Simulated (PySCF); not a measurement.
SMILES [Al]([SiH2]F)([CH3])[CH3], PBE0/def2-SVP optimised geometry.

```
13

Si     0.85    -1.95     0.00
F      2.49    -1.95     0.00
Al     0.07     0.40     0.00
C     -1.82     0.80    -0.34
C      1.38     1.81     0.36
H      0.41    -2.73     1.20
H      0.41    -2.75    -1.19
H     -2.49    -0.06    -0.22
H     -2.19     1.62     0.30
H     -1.94     1.16    -1.38
H      1.15     2.75    -0.18
H      2.41     1.51     0.12
H      1.36     2.06     1.44
```

Density from PBE0/def2-TZVP (PySCF) at that geometry.

Minimum of the electron density along straight lines between bonded atoms, close to the bond critical point (lines longer than 1.1 times the sum of covalent radii, or with two minima, are not listed):

```tsv
bond	length / Å	ρ at the minimum / e bohr⁻³	∇²ρ there / e bohr⁻⁵	position (fraction from the first atom)
Si1–F2	1.644	0.124	0.83	0.42
Si1–Al3	2.472	0.063	0.03	0.65
Al3–C4	1.961	0.085	0.25	0.40
Al3–C5	1.959	0.086	0.25	0.40
Si1–H6	1.502	0.118	0.13	0.49
Si1–H7	1.501	0.118	0.13	0.49
C4–H8	1.101	0.264	-0.86	0.64
C4–H9	1.103	0.262	-0.84	0.64
C4–H10	1.106	0.260	-0.82	0.64
C5–H11	1.102	0.263	-0.85	0.64
C5–H12	1.101	0.265	-0.86	0.64
C5–H13	1.106	0.259	-0.82	0.64
```
